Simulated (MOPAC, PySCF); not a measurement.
C$_{2}$H$_{8}$Si$_{2}$, SMILES `[SiH3]/C=C\[SiH3]`, neutral singlet in the gas phase. 

Z-matrix (Å, degrees):
```
C
C 1 1.3393
H 2 1.0906 1 117.32
H 1 1.0906 2 117.32 3 -0.22
Si 2 1.8723 3 115.05 1 -178.96
H 5 1.4798 2 111.26 3 152.36
H 5 1.4823 6 109.04 2 119.45
H 5 1.4833 6 108.94 7 117.87
Si 1 1.8723 4 115.05 2 -178.96
H 9 1.4798 1 111.26 4 152.37
H 9 1.4823 10 109.04 6 169.06
H 9 1.4833 10 108.94 11 117.86
```
Charge 0, spin multiplicity 1.

All levels are single points at this geometry (B3LYP-D3(BJ)/def2-TZVP); Pople sets use spherical d functions. Orbital energies aren't observables, and empty levels follow the basis.

```tsv
level	HOMO (eV)	LUMO (eV)	gap (eV)	dipole (D)	vertical IE, Delta-SCF (eV)
B3LYP-D3(BJ)/def2-TZVP in PySCF	-7.76	-1.31	6.45	0.80	–
PBE-D3(BJ)/def2-TZVP in PySCF	-6.90	-2.08	4.82	0.83	–
B3LYP/3-21G in PySCF	-7.52	-0.71	6.80	0.76	–
B3LYP/6-311+G** in PySCF	-7.74	-1.28	6.46	0.69	–
BP86/6-31G* in PySCF	-6.74	-1.80	4.94	0.88	–
M06-2X/6-31G* in PySCF	-8.96	0.15	9.10	0.76	–
PBE/6-31G* in PySCF	-6.64	-1.71	4.93	0.87	9.56
SVWN5/6-31G* in PySCF	-6.74	-1.87	4.87	0.86	9.67
HF/3-21G in PySCF	-10.29	3.02	13.31	0.82	–
HF/6-31G* in PySCF	-10.22	2.93	13.15	0.85	8.71
AM1 in MOPAC	-10.24	0.60	10.84	0.11	–
PM6 in MOPAC	-10.09	-0.05	10.04	0.46	–
PM7 in MOPAC	-10.57	0.60	11.17	0.34	–
```
